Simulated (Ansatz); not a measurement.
Gas-phase electronic energies from Ansatz, PBE0-D4/def2-TZVP geometries. CCSD(T)/CBS is the MP2 limit (def2-TZVPP, def2-QZVPP) plus CCSD(T) − MP2 in def2-TZVPP, frozen cores. This one scheme is used for every species. Functionals use def2-TZVPP. For Ga outer-core shells are correlated without core-valence functions, which leaves a few kJ/mol of doubt a bond. Scalar relativity is left out up to krypton.

Consider the ligand exchange at a Ga–F bond: `[F][GaH][SiH3]` + HCl → `[SiH3][GaH][Cl]` + H–F.

| level | ΔE (kcal/mol) | difference from CCSD(T)/CBS |
| --- | --- | --- |
| LDA (SPW92) | -7.3 | 1.5 |
| PBE-D4 | -7.3 | 1.5 |
| r2SCAN-D4 | -7.0 | 1.8 |
| PBE0-D4 | -8.9 | -0.1 |
| ωB97M-V | -7.2 | 1.6 |
| PBE | -6.6 | 2.2 |
| revPBE | -6.4 | 2.4 |
| BLYP | -4.2 | 4.6 |
| BHLYP | -7.0 | 1.8 |
| CCSD(T)/def2-SVP | -4.7 | 4.1 |
| MP2/def2-TZVPP | -8.5 | 0.3 |
| SCS-MP2/def2-TZVPP | -7.2 | 1.6 |
| CCSD(T)/def2-TZVPP | -7.6 | 1.2 |
| MP2/def2-QZVPP | -9.0 | -0.2 |
| HF/CBS(def2) | -7.1 | 1.7 |
| MP2/CBS(def2) | -9.7 | -0.9 |
| CCSD(T)/CBS | -8.8 | 0 |

Largest T1 diagnostic among the species: 0.014.

Leaving LDA and LC-ωPBE aside and taking each functional with its dispersion term where it has one, the values, not all of them listed here, spread over 3.4 kcal/mol, from HSE06-D4 to BLYP-D4. LDA lies −0.7 kcal/mol from PBE without D4. From BLYP to BHLYP (50 % exact exchange), in def2-TZVPP and without D4, ΔE moves by −2.7 kcal/mol. The D4 term adds −1.2 kcal/mol with B3LYP and −0.6 kcal/mol with PBE0; it sums over pairs of atoms, weighted by their polarisabilities, and B3LYP, whose exchange is more repulsive, gets the larger term.

B3LYP here is the variant with VWN-RPA as its local correlation; programs differ in this.
